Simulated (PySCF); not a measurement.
LiCl, SMILES [Cl][Li]. Atoms are numbered in the order given.

```xyz
2

Li     0.0000     0.0000    -1.7170
Cl     0.0000     0.0000     0.3030
```

The structure is a stationary point at PBE0-D3(BJ)/def2-TZVPD.

These are PySCF with PBE0/def2-TZVPD values and carry that method's errors.

The total energy comes out as -467.63743 hartree and the point group comes out as C∞v. The highest occupied level is -7.17 eV and the lowest empty level is -1.35 eV. The orbital gap is 5.82 eV. The dipole moment comes out as 7.02 D. The quadrupole, principal values (traceless, Buckingham form, about the centre of nuclear charge) comes out as -7.08, -7.08, 14.16 D·Å and the mean static polarisability comes out as 26.5 bohr³ (3.93 Å³). The polarisability, principal values is 25.9, 25.9, 27.7 bohr³.
